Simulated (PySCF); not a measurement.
# Electric properties by functional and basis

Compound: Ge2H8Si.
Numbering: `[SiH3:1][GeH2:2][GeH3:3]` (hydrogens: H4, H5, H6 on Si1; H7, H8 on Ge2; H9, H10, H11 on Ge3)

Structure used (PBE0-D3(BJ)/def2-SVP), in Å, numbered top down from 1:
```xyz
11
Ge2H8Si angstrom
Si     1.8624    0.7490    0.0007
Ge     0.2182   -0.9696   -0.1079
Ge    -2.0069   -0.0252    0.0697
H      3.2404    0.1895   -0.1504
H      1.6219    1.7426   -1.0903
H      1.7682    1.4522    1.3168
H      0.4431   -1.9852    1.0305
H      0.3462   -1.7214   -1.4488
H     -2.2574    0.9463   -1.0988
H     -2.1434    0.7542    1.3911
H     -3.0819   -1.1271    0.0354
```

PySCF, dipoles from the SCF density, polarisabilities from static response with core orbitals frozen. Isolated species at its PBE0-D3(BJ)/def2-SVP geometry, gas phase. Relativistic effects, spin–orbit coupling among them, are left out although an element past zinc is present.

The anisotropy is √(½[(α1 − α2)² + (α2 − α3)² + (α3 − α1)²]).

```csv
level,μ (D),α (au),anisotropy (au)
LDA/def2-SVPD,0.057,107.73,40.14
PBE/def2-SVPD,0.066,104.81,38.79
B3LYP/def2-SVPD,0.094,102.11,36.44
PBE0/def2-SVPD,0.069,101.17,35.68
BHandHLYP/def2-SVPD,0.101,98.32,33.25
CAM-B3LYP/def2-SVPD,0.098,100.36,34.35
wB97X-D/def2-SVPD,0.072,100.28,34.09
LC-wPBE/def2-SVPD,0.074,97.56,32.11
HF/def2-SVPD,0.116,93.97,29.03
PBE0/6-31G*,0.076,84.60,35.12
PBE0/def2-SVP,0.058,91.28,31.98
PBE0/aug-cc-pVDZ,0.069,102.61,35.93
PBE0/def2-TZVP,0.069,98.35,34.91
PBE0/def2-TZVPD,0.067,101.99,36.25
```

The dipole runs from 0.06 D (LDA/def2-SVPD) to 0.12 D (HF/def2-SVPD). No reference polarisability is at hand; against PBE0 in the largest diffuse basis at hand (def2-TZVPD) the other PBE0 rows deviate by 6-31G* -17%, def2-SVP -11%, def2-SVPD -1%, aug-cc-pVDZ +1%, def2-TZVP -4%. In one basis (def2-SVPD) the functionals order the polarisability from HF (lowest) to LDA (highest), a spread of 15%. With PBE0 the polarisability is 91.41 au without diffuse functions (mean of 6-31G*, def2-SVP and def2-TZVP) and 101.92 au with them (mean of def2-SVPD, aug-cc-pVDZ and def2-TZVPD).

Without π bonds the low states are Rydberg-like; a valence basis with one diffuse set may place them up to an eV too high.
